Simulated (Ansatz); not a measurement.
C11H17NO2⁻, that is tetramethylammonium benzoate with one electron more. The state is a doublet with charge -1. Geometry PBE-D4/def2-SVP, that of the neutral singlet; atoms count from 1.

```xyz
31

C    -2.276    1.649    3.315
N    -1.490    1.072    2.184
C    -0.182    1.807    2.024
C    -2.257    1.200    0.891
C    -1.205   -0.386    2.444
H    -2.476    2.718    3.115
H    -3.231    1.101    3.409
H    -1.694    1.546    4.250
H     0.442    1.614    2.916
H     0.279    1.426    1.077
H    -0.401    2.888    1.937
H    -3.155    0.558    0.949
H    -2.551    2.259    0.768
H    -1.552    0.893    0.076
H    -2.174   -0.908    2.552
H    -0.634   -0.458    3.389
H    -0.610   -0.809    1.575
O     0.327   -1.452    0.183
C     0.560   -0.586   -0.706
O     0.201    0.642   -0.681
C     1.347   -1.038   -1.930
C     1.778   -2.373   -2.043
C     2.501   -2.793   -3.168
C     2.799   -1.879   -4.194
C     2.372   -0.544   -4.087
C     1.649   -0.127   -2.960
H     1.527   -3.059   -1.220
H     2.835   -3.840   -3.251
H     3.367   -2.208   -5.079
H     2.605    0.173   -4.891
H     1.298    0.909   -2.842
```

The highest occupied level of the charge -1 doublet lies above zero (up to 2.72 eV). By energy differences it is unbound by 1.46 eV (vertical, against the charge 0 singlet, at PBE0-D4/def2-SVP) and held by the finite basis.

**Question.** Estimate the Mulliken populations of the heavy atoms from the PBE0/def2-SVP orbitals of Ansatz.

**Answer.** 
```json
{"atom": "C1", "charge (e)": "0.19", "spin (α − β)": "-0.07"}
{"atom": "N2", "charge (e)": "-0.40", "spin (α − β)": "-0.01"}
{"atom": "C3", "charge (e)": "0.06", "spin (α − β)": "-0.02"}
{"atom": "C4", "charge (e)": "0.08", "spin (α − β)": "-0.04"}
{"atom": "C5", "charge (e)": "0.05", "spin (α − β)": "-0.02"}
{"atom": "O18", "charge (e)": "-0.43", "spin (α − β)": "0.03"}
{"atom": "C19", "charge (e)": "0.26", "spin (α − β)": "0.04"}
{"atom": "O20", "charge (e)": "-0.47", "spin (α − β)": "0.02"}
{"atom": "C21", "charge (e)": "-0.13", "spin (α − β)": "0.15"}
{"atom": "C22", "charge (e)": "-0.03", "spin (α − β)": "0.05"}
{"atom": "C23", "charge (e)": "-0.04", "spin (α − β)": "-0.02"}
{"atom": "C24", "charge (e)": "-0.08", "spin (α − β)": "0.21"}
{"atom": "C25", "charge (e)": "-0.04", "spin (α − β)": "-0.02"}
{"atom": "C26", "charge (e)": "-0.03", "spin (α − β)": "0.04"}
```
Mulliken values depend strongly on the basis.

**Question.** Where does the spin sit?

**Answer.** Summed by element: C 0.30, N -0.01, H 0.66, O 0.05, of 1 unpaired in all. Largest on single atoms: C24 0.21, C21 0.15, H6 0.11.

**Question.** And the Mayer bond orders between heavy atoms (over 0.3)?

**Answer.** C1–N2 0.91 (1.49 Å); N2–C3 0.88 (1.51 Å); N2–C4 0.88 (1.51 Å); N2–C5 0.88 (1.51 Å); O18–C19 1.67 (1.26 Å); C19–O20 1.54 (1.28 Å); C19–C21 0.96 (1.52 Å); C21–C22 1.32 (1.41 Å); C21–C26 1.32 (1.41 Å); C22–C23 1.43 (1.40 Å); C23–C24 1.31 (1.41 Å); C24–C25 1.31 (1.41 Å); C25–C26 1.43 (1.40 Å).
